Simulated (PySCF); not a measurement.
## Electron correlation in W²⁺ (tungsten, charge +2)

[Xe] 4f14 5d3 6s1, high-spin 5F determinant (an excited configuration). All numbers are calculated (PySCF 2.14, a scalar-relativistic core potential, in def2-TZVPPD with the def2 core potential (60 electrons) (6s5p3d2f1g, 59 functions)). Frozen: 5s2 5p6; 4 electrons correlated.

```tsv
level	correlation energy (mhartree)
CCSD	-31.35
(T)	-0.31
CCSD(T)	-31.66
```

Diagnostics: T1 = 0.0024, D1 = 0.0058, largest double amplitude 0.019.

Spin-orbit coupling, absent here, splits the open shell strongly.

Cost of the coupled-cluster step: about 1.9 core-seconds, for 4 correlated electrons.

Iterations:

```
CC2 = 0
CCSD nocc = (np.int64(4), np.int64(0)), nmo = (55, 55)
frozen orbitals [[0, 1, 2, 3], [0, 1, 2, 3]]
max_cycle = 100
direct = 0
conv_tol = 1e-08
conv_tol_normt = 1e-06
diis_space = 8
diis_start_cycle = 0
Init t2, MP2 energy = -0.0261792282199571
Init E_corr(UCCSD) = -0.0261792282200517
cycle = 1  E_corr(UCCSD) = -0.0303557106247533  dE = -0.0041764824  norm(t1,t2) = 0.0189063
cycle = 2  E_corr(UCCSD) = -0.0311148435698519  dE = -0.000759132945  norm(t1,t2) = 0.00514954
cycle = 3  E_corr(UCCSD) = -0.0313655938310187  dE = -0.000250750261  norm(t1,t2) = 0.00186309
cycle = 4  E_corr(UCCSD) = -0.0313528131024224  dE = 1.27807286e-05  norm(t1,t2) = 0.000349649
cycle = 5  E_corr(UCCSD) = -0.0313544441051162  dE = -1.63100269e-06  norm(t1,t2) = 6.68916e-05
cycle = 6  E_corr(UCCSD) = -0.0313543385467771  dE = 1.05558339e-07  norm(t1,t2) = 1.04767e-05
cycle = 7  E_corr(UCCSD) = -0.0313543679323874  dE = -2.93856103e-08  norm(t1,t2) = 2.12475e-06
cycle = 8  E_corr(UCCSD) = -0.0313543544703188  dE = 1.34620686e-08  norm(t1,t2) = 3.55143e-07
cycle = 9  E_corr(UCCSD) = -0.0313543562247636  dE = -1.7544448e-09  norm(t1,t2) = 6.97292e-08
UCCSD converged
E(UCCSD) = -65.5373006680064  E_corr = -0.03135435622476364
UCCSD(T) correction = -0.000313594075568167
```
